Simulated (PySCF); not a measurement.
These are B3LYP-D3(BJ)/def2-TZVP (PySCF) values and carry that method's errors. Isolated molecules, 0 K electronic values unless said otherwise. B3LYP has the VWN-RPA correlation part, as in Gaussian. 

Reference species (SMILES): `N=C=O` (neutral, multiplicity 1).

The LUMO comes out as -0.16 eV, the dipole moment comes out as 2.18 D and the hole reorganisation energy (four-point) is 0.131 eV. The HOMO–LUMO gap is 8.43 eV.

Changed species: `C=C=S`.

Task: Predict the effect on the LUMO, dipole moment, hole reorganisation energy (four-point) and HOMO–LUMO gap.

Result: the LUMO drops by 2.21 eV, to -2.37 eV; the dipole moment falls by 1.14 D, to 1.04 D; the hole reorganisation energy (four-point) hardly moves; the HOMO–LUMO gap decreases by 4.40 eV, to 4.03 eV.
